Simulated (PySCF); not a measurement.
C₆H₁₁N₂ (doublet state).
SMILES with atom numbers: `[CH3:1][CH2:2][CH2:3][N:4]1[CH:5][CH2:6][CH:7]=[N:8]1` (hydrogens: H9, H10, H11 on C1; H12, H13 on C2; H14, H15 on C3; H16 on C5; H17, H18 on C6; H19 on C7)

Geometry (GFN2-xTB, Å), atoms numbered from 1 in this order:
```
atom  x, y, z in Å
C1    -2.2508    0.6883    0.0417
C2    -1.7463   -0.5836   -0.6266
C3    -0.6531   -1.2652    0.2071
N4     0.5408   -0.4759    0.2765
C5     1.4648   -0.3199   -0.7068
C6     2.4996    0.6297   -0.2188
C7     1.9040    0.9196    1.1321
N8     0.8001    0.2700    1.3522
H9    -2.7030    0.4581    1.0035
H10   -2.9943    1.1778   -0.5825
H11   -1.4297    1.3803    0.2110
H12   -1.3412   -0.3468   -1.6129
H13   -2.5706   -1.2867   -0.7598
H14   -1.0025   -1.4059    1.2323
H15   -0.4077   -2.2392   -0.2293
H16    1.4470   -0.8970   -1.6056
H17    2.6029    1.5360   -0.8411
H18    3.5133    0.1951   -0.1525
H19    2.3171    1.5744    1.8721
```

The hyperfine couplings belong to this conformer and change with its torsions.

Method used: UKS B3LYP, pcH-1 on C H N, non-relativistic, mean-field spin-orbit, GIAO (PySCF). Geometry: GFN2-xTB, one conformer, isolated molecule. Couplings are sensitive to structure, and on GFN2-xTB geometries they can be far from those on DFT ones. No stability test was run, so a lower SCF solution isn't excluded.

Largest spin populations (Mulliken): C5 (+0.71), C7 (+0.28), C6 (-0.10) and N8 (-0.08). The positive populations add up to 1.24 and the negative ones to -0.24, together 2S = 1. The angles at C5 add up to 359.7°, so it is planar; its axial dipolar tensor and the negative coupling of its proton fit spin in a p orbital normal to that plane.

(1) McConnell's relation a(H) = Q·ρ ties the coupling of a proton on a planar π carbon to the spin population of that carbon. What Q do the computed values give?

Answers

(1) 
```
  H   C    ρ(C)  a(H) (G)  a/ρ (G)
H16  C5  +0.707    -16.70    -23.6
H19  C7  +0.284     -7.17    -25.3
```

A least-squares line through the origin gives Q = -23.8 G with Mulliken populations. In McConnell's picture π spin on carbon polarises the C–H bond and leaves opposite spin at the proton, which makes Q negative, as found here.

Couplings in gauss use g_iso = 2.0026.

Time: 87 s of wall time (with the writing of density and orbital grids); peak memory 1.1 GiB. Hardware: one thread, Arm Neoverse V2 (aarch64), shared host with 96 logical CPUs at a one-minute load of 24.
